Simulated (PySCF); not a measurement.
PySCF input for C3H3N2, SMILES C1=C[N]N=C1, multiplicity 2, TDA-CAM-B3LYP/def2-SVPD. Coordinates come from a ωB97X-D3(BJ)/def2-SVP optimisation. The isomer is the one that the SMILES or the coordinates give; other isomers of the formula were not compared.

```python
import numpy as np
from pyscf import gto, scf, dft, tdscf

mol = gto.M(
    atom='''
    C    -0.00000000   -0.00000003   -1.14507579
    C     0.00000000    1.11896621   -0.28962603
    N    -0.00000000    0.61673367    0.96836495
    N     0.00000000   -0.61673362    0.96836498
    C     0.00000000   -1.11896623   -0.28962598
    H     0.00000000   -0.00000006   -2.23492198
    H    -0.00000000    2.18826863   -0.48811042
    H     0.00000000   -2.18826865   -0.48811032
    ''',
    basis='def2-SVPD',
    charge=0,
    spin=1,
    max_memory=1600,
    verbose=4,
)
mf = dft.UKS(mol, xc='cam-b3lyp').density_fit(auxbasis='def2-universal-jkfit')
mf.grids.level = 3
mf.conv_tol = 1e-9
mf.max_cycle = 100
mf.kernel()
fine, coarse = mf.grids, dft.Grids(mol).set(level=1).build(with_non0tab=True)
for _ in range(3):  # follow internal instabilities
    mf.grids = coarse
    mo, _, stable, _ = mf.stability(return_status=True, nroots=4)
    mf.grids = fine
    if stable:
        break
    mf.kernel(mf.make_rdm1(mo, mf.mo_occ))
mf.grids = dft.Grids(mol).set(level=1).build(with_non0tab=True)  # coarser grid for the response kernel
td = tdscf.TDA(mf)
td.nstates = 10
td.conv_tol = 1e-4
td.positive_eig_threshold = 1e-6
td.kernel(x0=td.get_init_guess(mf, 15))
td.analyze()
```

Output:

```
PySCF version 2.14.0

[INPUT] verbose = 4
[INPUT] num. atoms = 8
[INPUT] num. electrons = 35
[INPUT] charge = 0
[INPUT] spin (= nelec alpha-beta = 2S) = 1
[INPUT] symmetry False subgroup None
[INPUT] Mole.unit = angstrom
[INPUT] Symbol           X                Y                Z      unit          X                Y                Z       unit  Magmom
[INPUT]  1 C      0.000000000000  -0.000000030000  -1.145075790000 AA    0.000000000000  -0.000000056692  -2.163879634970 Bohr   0.0
[INPUT]  2 C      0.000000000000   1.118966210000  -0.289626030000 AA    0.000000000000   2.114539679543  -0.547313875245 Bohr   0.0
[INPUT]  3 N      0.000000000000   0.616733670000   0.968364950000 AA    0.000000000000   1.165457728098   1.829944544128 Bohr   0.0
[INPUT]  4 N      0.000000000000  -0.616733620000   0.968364980000 AA    0.000000000000  -1.165457633612   1.829944600820 Bohr   0.0
[INPUT]  5 C      0.000000000000  -1.118966230000  -0.289625980000 AA    0.000000000000  -2.114539717337  -0.547313780759 Bohr   0.0
[INPUT]  6 H      0.000000000000  -0.000000060000  -2.234921980000 AA    0.000000000000  -0.000000113384  -4.223390451971 Bohr   0.0
[INPUT]  7 H      0.000000000000   2.188268630000  -0.488110420000 AA    0.000000000000   4.135228397677  -0.922395012346 Bohr   0.0
[INPUT]  8 H      0.000000000000  -2.188268650000  -0.488110320000 AA    0.000000000000  -4.135228435472  -0.922394823374 Bohr   0.0

nuclear repulsion = 155.17687138453
number of shells = 52
number of NR pGTOs = 180
number of NR cGTOs = 124
basis = def2-SVPD
ecp = {}


[settings echo left out]
init E= -226.320425797385
  alpha nocc = 18  HOMO = -0.257162703121875  LUMO = 0.00331802540298121
  beta  nocc = 17  HOMO = -0.263788154817592  LUMO = -0.257162703121875

WARN: HOMO -0.257162703121875 >= LUMO -0.257162703121875

cycle= 1 E= -225.203461194097  delta_E= 1.12  |g|= 0.228  |ddm|= 3.33
  alpha nocc = 18  HOMO = -0.287324042062215  LUMO = 0.0511735175766406
[...]
cycle= 2 E= -225.205638807633  delta_E= 0.0183  |g|= 0.283  |ddm|= 0.721
  alpha nocc = 18  HOMO = -0.334144084295522  LUMO = 0.0624984020787851
  beta  nocc = 17  HOMO = -0.317914056405796  LUMO = -0.133011856706346
  HOMO = -0.317914056406  LUMO = -0.133011856706  gap/eV = 5.03145
cycle= 3 E= -225.242012330172  delta_E= -0.0364  |g|= 0.014  |ddm|= 0.456
  alpha nocc = 18  HOMO = -0.332664002784728  LUMO = 0.0624554619090949
  beta  nocc = 17  HOMO = -0.316856496488196  LUMO = -0.131130460187632
  HOMO = -0.316856496488  LUMO = -0.131130460188  gap/eV = 5.05386
cycle= 4 E= -225.242314688022  delta_E= -0.000302  |g|= 0.00989  |ddm|= 0.0352
  alpha nocc = 18  HOMO = -0.33345557218282  LUMO = 0.062730952730857
  beta  nocc = 17  HOMO = -0.317896437141018  LUMO = -0.131747110039147
  HOMO = -0.317896437141  LUMO = -0.131747110039  gap/eV = 5.06538
cycle= 5 E= -225.24261619194  delta_E= -0.000302  |g|= 0.00758  |ddm|= 0.0416
  alpha nocc = 18  HOMO = -0.333009593708132  LUMO = 0.0629974642528803
  beta  nocc = 17  HOMO = -0.318090403091093  LUMO = -0.131574493303225
  HOMO = -0.318090403091  LUMO = -0.131574493303  gap/eV = 5.07536
cycle= 6 E= -225.243140869446  delta_E= -0.000525  |g|= 0.00641  |ddm|= 0.0809
  alpha nocc = 18  HOMO = -0.332201961112923  LUMO = 0.0633294884337263
  beta  nocc = 17  HOMO = -0.318219111420359  LUMO = -0.130988469081401
  HOMO = -0.31821911142  LUMO = -0.130988469081  gap/eV = 5.09481
cycle= 7 E= -225.243555496077  delta_E= -0.000415  |g|= 0.00587  |ddm|= 0.071
  alpha nocc = 18  HOMO = -0.332016003457659  LUMO = 0.0634972462985179
  beta  nocc = 17  HOMO = -0.318620750452052  LUMO = -0.130908968819504
  HOMO = -0.318620750452  LUMO = -0.13090896882  gap/eV = 5.10790
cycle= 8 E= -225.243816828194  delta_E= -0.000261  |g|= 0.0057  |ddm|= 0.0472
  alpha nocc = 18  HOMO = -0.330689662305352  LUMO = 0.0641751163858482
  beta  nocc = 17  HOMO = -0.320572606970824  LUMO = -0.128533442541849
  HOMO = -0.320572606971  LUMO = -0.128533442542  gap/eV = 5.22565
cycle= 9 E= -225.244664686279  delta_E= -0.000848  |g|= 0.00451  |ddm|= 0.161
  alpha nocc = 18  HOMO = -0.330142979577283  LUMO = 0.0644781768976377
  beta  nocc = 17  HOMO = -0.320372949320089  LUMO = -0.128463703444199
  HOMO = -0.32037294932  LUMO = -0.128463703444  gap/eV = 5.22212
cycle= 10 E= -225.245133754591  delta_E= -0.000469  |g|= 0.00417  |ddm|= 0.097
  alpha nocc = 18  HOMO = -0.32957978299533  LUMO = 0.0648458104360299
  beta  nocc = 17  HOMO = -0.321771092485993  LUMO = -0.126982270282693
  HOMO = -0.321771092486  LUMO = -0.126982270283  gap/eV = 5.30047
cycle= 11 E= -225.245602805018  delta_E= -0.000469  |g|= 0.00369  |ddm|= 0.112
  alpha nocc = 18  HOMO = -0.328354298489253  LUMO = 0.0655343792592675
  beta  nocc = 17  HOMO = -0.32816374681216  LUMO = -0.120421210382357
  HOMO = -0.328163746812  LUMO = -0.120421210382  gap/eV = 5.65296
cycle= 12 E= -225.246113432108  delta_E= -0.000511  |g|= 0.0107  |ddm|= 0.211
  alpha nocc = 18  HOMO = -0.329002945069135  LUMO = 0.0651785083298124
  beta  nocc = 17  HOMO = -0.321664435807678  LUMO = -0.126657596443554
  HOMO = -0.321664435808  LUMO = -0.126657596444  gap/eV = 5.30641
cycle= 13 E= -225.246087811707  delta_E= 2.56e-05  |g|= 0.00205  |ddm|= 0.0572
  alpha nocc = 18  HOMO = -0.328352431090246  LUMO = 0.0655771136817825
  beta  nocc = 17  HOMO = -0.327821747261037  LUMO = -0.120764606399242
  HOMO = -0.327821747261  LUMO = -0.120764606399  gap/eV = 5.63431
cycle= 14 E= -225.246198658838  delta_E= -0.000111  |g|= 0.0104  |ddm|= 0.14
  alpha nocc = 18  HOMO = -0.32867557919606  LUMO = 0.0654537093912662
  beta  nocc = 17  HOMO = -0.325415866517117  LUMO = -0.123219468083751
  HOMO = -0.325415866517  LUMO = -0.123219468084  gap/eV = 5.50204
cycle= 15 E= -225.24623990063  delta_E= -4.12e-05  |g|= 0.00641  |ddm|= 0.0117
  alpha nocc = 18  HOMO = -0.328861582051897  LUMO = 0.0653449138642818
  beta  nocc = 17  HOMO = -0.322956584917697  LUMO = -0.12555467857015
  HOMO = -0.322956584918  LUMO = -0.12555467857  gap/eV = 5.37158
cycle= 16 E= -225.246261019166  delta_E= -2.11e-05  |g|= 0.00285  |ddm|= 0.00989
  alpha nocc = 18  HOMO = -0.328929312395545  LUMO = 0.0653184316227981
  beta  nocc = 17  HOMO = -0.32236200365798  LUMO = -0.126177800508517
  HOMO = -0.322362003658  LUMO = -0.126177800509  gap/eV = 5.33844
cycle= 17 E= -225.246265904008  delta_E= -4.88e-06  |g|= 0.00188  |ddm|= 0.0156
  alpha nocc = 18  HOMO = -0.329077336555569  LUMO = 0.0652534597219484
  beta  nocc = 17  HOMO = -0.32099227693774  LUMO = -0.127521765973599
  HOMO = -0.320992276938  LUMO = -0.127521765974  gap/eV = 5.26460
cycle= 18 E= -225.246268378976  delta_E= -2.47e-06  |g|= 0.000206  |ddm|= 0.00619
  alpha nocc = 18  HOMO = -0.329058455569438  LUMO = 0.0652605669224653
  beta  nocc = 17  HOMO = -0.321059203150882  LUMO = -0.127426824785683
  HOMO = -0.321059203151  LUMO = -0.127426824786  gap/eV = 5.26901
cycle= 19 E= -225.246268490207  delta_E= -1.11e-07  |g|= 5.83e-05  |ddm|= 0.00207
  alpha nocc = 18  HOMO = -0.32905763671894  LUMO = 0.0652647814885537
  beta  nocc = 17  HOMO = -0.321141047931097  LUMO = -0.127348129183897
  HOMO = -0.321141047931  LUMO = -0.127348129184  gap/eV = 5.27337
cycle= 20 E= -225.246268502549  delta_E= -1.23e-08  |g|= 0.000114  |ddm|= 0.00205
  alpha nocc = 18  HOMO = -0.329063555331063  LUMO = 0.065262756528128
  beta  nocc = 17  HOMO = -0.321111325772333  LUMO = -0.127377776922883
  HOMO = -0.321111325772  LUMO = -0.127377776923  gap/eV = 5.27176
cycle= 21 E= -225.24626851291  delta_E= -1.04e-08  |g|= 5.54e-05  |ddm|= 0.000402
  alpha nocc = 18  HOMO = -0.329066679582943  LUMO = 0.0652609270975993
  beta  nocc = 17  HOMO = -0.321075390860134  LUMO = -0.127409948068383
  HOMO = -0.32107539086  LUMO = -0.127409948068  gap/eV = 5.26991
cycle= 22 E= -225.246268515793  delta_E= -2.88e-09  |g|= 5.28e-06  |ddm|= 0.00034
  alpha nocc = 18  HOMO = -0.329067190057851  LUMO = 0.0652610070211365
  beta  nocc = 17  HOMO = -0.321076453950571  LUMO = -0.127410086468459
  HOMO = -0.321076453951  LUMO = -0.127410086468  gap/eV = 5.26993
cycle= 23 E= -225.246268515761  delta_E= 3.29e-11  |g|= 2.65e-06  |ddm|= 5.44e-05
  alpha nocc = 18  HOMO = -0.32906676265321  LUMO = 0.0652609112308379
  beta  nocc = 17  HOMO = -0.321076192007307  LUMO = -0.127409563744735
  HOMO = -0.321076192007  LUMO = -0.127409563745  gap/eV = 5.26994
Extra cycle  E= -225.246268515772  delta_E= -1.1e-11  |g|= 2.73e-06  |ddm|= 1.02e-05
converged SCF energy = -225.246268515772  <S^2> = 0.75729016  2S+1 = 2.0072769
uhf_internal: lowest eigs of H = [0.02621073 0.06986026 0.17921171 0.23324994]
<class 'pyscf.df.df_jk.DFUKS'> wavefunction is stable in the internal stability analysis
tot grids = 33200
Overwritten attributes  positive_eig_threshold  of <class 'pyscf.tdscf.uks.TDA'>


******** <class 'pyscf.tdscf.uks.TDA'> for <class 'pyscf.df.df_jk.DFUKS'> ********
nstates = 10
deg_eia_thresh = 1.000e-03
wfnsym = None
conv_tol = 0.0001
eigh lindep = 1e-12
eigh level_shift = 0
eigh max_cycle = 100


Excitation energies (eV)
[0.46953618 1.11422514 3.11073945 4.95175811 5.64834915 5.80346481
 6.00250204 6.09164085 6.231746   6.24686707]

** Excitation energies and oscillator strengths **
Excited State   1:      0.46954 eV   2640.57 nm  f=0.0002
      17b ->   18b     -0.99733
Excited State   2:      1.11423 eV   1112.74 nm  f=0.0000
      12b ->   18b      0.14426
      16b ->   18b      0.98702
Excited State   3:      3.11074 eV    398.57 nm  f=0.0220
      17a ->   19a     -0.18721
      15b ->   18b     -0.95267
      16b ->   20b     -0.12490
Excited State   4:      4.95176 eV    250.38 nm  f=0.0001
      17a ->   22a      0.20293
      18a ->   19a      0.69047
      16b ->   21b     -0.19508
      17b ->   20b     -0.64019
Excited State   5:      5.64835 eV    219.51 nm  f=0.0008
      17a ->   22a     -0.10226
      14b ->   18b      0.98486
Excited State   6:      5.80346 eV    213.64 nm  f=0.0005
      17a ->   19a     -0.70684
      18a ->   22a     -0.19653
      16b ->   20b      0.60236
      17b ->   21b      0.27655
Excited State   7:      6.00250 eV    206.55 nm  f=0.0000
      12b ->   18b     -0.97871
      16b ->   18b      0.14800
Excited State   8:      6.09164 eV    203.53 nm  f=0.0000
      17a ->   22a     -0.64301
      18a ->   19a      0.22501
      16b ->   21b      0.68411
      17b ->   20b     -0.19092
Excited State   9:      6.23175 eV    198.96 nm  f=0.0007
      18a ->   22a     -0.41011
       9b ->   18b      0.16493
      13b ->   18b     -0.76135
      16b ->   20b     -0.20832
      17b ->   21b      0.37823
Excited State  10:      6.24687 eV    198.47 nm  f=0.0027
      17a ->   19a      0.18969
      18a ->   22a     -0.44661
       9b ->   18b     -0.12435
      13b ->   18b      0.58935
      16b ->   20b     -0.16976
      17b ->   21b      0.57841

** Transition electric dipole moments (AU) **
state          X           Y           Z        Dip. S.      Osc.
  1         0.1155      0.0000     -0.0001      0.0134      0.0002
  2         0.0000      0.0000     -0.0000      0.0000      0.0000
  3        -0.0000      0.5369      0.0000      0.2882      0.0220
  4         0.0000      0.0000      0.0249      0.0006      0.0001
  5        -0.0000      0.0000     -0.0761      0.0058      0.0008
  6         0.0000     -0.0582     -0.0000      0.0034      0.0005
  7        -0.0000      0.0000     -0.0000      0.0000      0.0000
  8        -0.0000      0.0000     -0.0013      0.0000      0.0000
  9         0.0000     -0.0686     -0.0000      0.0047      0.0007
 10         0.0000      0.1332     -0.0000      0.0177      0.0027

** Transition velocity dipole moments (imaginary part, AU) **
state          X           Y           Z        Dip. S.      Osc.
  1        -0.0111      0.0000      0.0000      0.0001      0.0048
  2        -0.0000     -0.0000      0.0000      0.0000      0.0000
  3        -0.0000     -0.1117      0.0000      0.0125      0.0728
  4        -0.0000     -0.0000     -0.0104      0.0001      0.0004
  5        -0.0000     -0.0000      0.0010      0.0000      0.0000
  6        -0.0000      0.0147     -0.0000      0.0002      0.0007
  7         0.0000     -0.0000      0.0000      0.0000      0.0000
  8         0.0000     -0.0000     -0.0061      0.0000      0.0001
  9        -0.0000      0.0002      0.0000      0.0000      0.0000
 10         0.0000     -0.0067      0.0000      0.0000      0.0001

** Transition magnetic dipole moments (imaginary part, AU) **
state          X           Y           Z
  1         0.0000      0.3923     -0.0000
  2        -0.0001      0.0000      0.1932
  3        -0.0117      0.0000     -0.0000
  4        -0.0000     -0.0000     -0.0000
  5        -0.0000      0.0000      0.0000
  6         0.0381     -0.0000     -0.0001
  7         0.0000      0.0000     -0.2904
  8         0.0000      0.0000      0.0000
  9         1.0626     -0.0000      0.0000
 10        -0.8783     -0.0000      0.0000
```

The calculation finished and met its thresholds.
